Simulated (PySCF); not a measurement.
# Structure from 2D NMR

Compound of formula C₄H₈O₄Si. Correlations simulated from computed shifts and the bond graph:

HSQC (one-bond C–H):
| δH | δC |
| --- | --- |
| 2.17 | 24.2 |
| 2.15 | 29.7 |

COSY cross peaks (H two or three bonds apart, from the bond graph; peaks can be absent where the dihedral angle is near 90°):
| δH | δH |
| --- | --- |
| 5.05 | 2.15 |

HMBC (two and three bonds, from the bond graph):
| δH | δC |
| --- | --- |
| 5.05 | 175.9, 29.7 |
| 2.17 | 172.0 |
| 2.15 | 175.9 |

Carbons without hydrogens: δ 175.9, 172.0.

PySCF 2.14 calculation with shieldings: GIAO PBE0/pcSseg-1 and GFN2-xTB geometry; no relativistic terms, one conformer, gas phase, equivalent nuclei averaged.

Shifts are taken against calculated references (same method and geometry level): ¹H and ¹³C vs TMS.

Exchangeable hydrogens are left out of these lists.

Assemble the structure.

Results:

SMILES CC(=O)OC(=O)C[SiH2]O.

Numbering as in the mapped SMILES `[CH3:1][C:2](=[O:3])[O:4][C:5](=[O:6])[CH2:7][SiH2:8][OH:9]`. Each H is labelled by its parent atom.

δC 175.9 is C5, an anhydride carbonyl carbon. δC 172.0 is C2, an anhydride carbonyl carbon. δC 29.7 is C7, an sp3 CH2 bonded to Si, α to a carbonyl (δH 2.15). δC 24.2 is C1, a methyl carbon α to a carbonyl (δH 2.17). HMBC from δH 5.05 reaches the proton-free carbon C5. HMBC from δH 2.17 reaches the proton-free carbon C2. HMBC from δH 2.15 reaches the proton-free carbon C5. COSY links 5.05–2.15.

The shifts were computed for this structure.

OH/NH shifts are gas-phase values; hydrogen bonding in solution moves them, usually downfield. Shifts are as computed. Against solution values, carbons near 30 ppm lie about +3 ppm off and those near 130 ppm about +5 ppm. Of 1309 compounds with measured shifts, 239 miss one by over three times the rms of a fit or turn the order of signals round; such compounds aren't used in these exercises.
